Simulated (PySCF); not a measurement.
FRb, charge -1, doublet, at a GFN2-xTB geometry (such geometries of metal compounds can be far from the true shape) (a state made from the parent by changing its charge; the spin is typed, not shown lowest) (core potentials on Rb), with bond 1-2 at 2.0 times its length. Base run: CAMB3LYP/def2-TZVP in PySCF.

Here is a job for PySCF.
```python
from pyscf import gto, scf, dft

mol = gto.M(
    atom='''
Rb    0.000000    0.000000   -4.015573
F     0.000000    0.000000    2.701386
''',
    basis='def2-tzvp',
    ecp={'Rb': 'def2-tzvp'},
    charge=-1,
    spin=1,
    verbose=4,
)

mf = dft.UKS(mol)
mf.xc = 'camb3lyp'
mf.kernel()
```

Variants of this job, named by their change:

```json
[
 {"change": "base", "ΔE vs base (µEh)": "0.0", "SCF cycles": "14", "<S^2>": "0.750", "outcome": "converged"},
 {"change": "init_guess = sap", "ΔE vs base (µEh)": "-", "SCF cycles": "50", "<S^2>": "-", "outcome": "not converged"},
 {"change": "init_guess = atom", "ΔE vs base (µEh)": "0.0", "SCF cycles": "13", "<S^2>": "0.750", "outcome": "converged"},
 {"change": "DIIS = EDIIS", "ΔE vs base (µEh)": "-", "SCF cycles": "50", "<S^2>": "-", "outcome": "not converged"},
 {"change": "conv_tol_grad = 1e-7", "ΔE vs base (µEh)": "0.0", "SCF cycles": "18", "<S^2>": "0.750", "outcome": "converged"},
 {"change": "diis_space = 20", "ΔE vs base (µEh)": "0.0", "SCF cycles": "14", "<S^2>": "0.750", "outcome": "converged"},
 {"change": "diis_space = 4", "ΔE vs base (µEh)": "0.0", "SCF cycles": "16", "<S^2>": "0.750", "outcome": "converged"},
 {"change": "conv_tol = 1e-4", "ΔE vs base (µEh)": "9.3", "SCF cycles": "8", "<S^2>": "0.750", "outcome": "converged"},
 {"change": "init_guess = 1e", "ΔE vs base (µEh)": "-", "SCF cycles": "50", "<S^2>": "-", "outcome": "not converged"},
 {"change": "conv_tol = 1e-7", "ΔE vs base (µEh)": "0.0", "SCF cycles": "12", "<S^2>": "0.750", "outcome": "converged"},
 {"change": "diis_space = 2", "ΔE vs base (µEh)": "0.0", "SCF cycles": "21", "<S^2>": "0.750", "outcome": "converged"},
 {"change": "init_guess = mod_huckel", "ΔE vs base (µEh)": "0.0", "SCF cycles": "30", "<S^2>": "0.750", "outcome": "converged"},
 {"change": "diis_space = 12", "ΔE vs base (µEh)": "0.0", "SCF cycles": "14", "<S^2>": "0.750", "outcome": "converged"}
]
```

Open shells are given as the SCF converged; they aren't shown to be the lowest states, and a large step between rows can be another state.
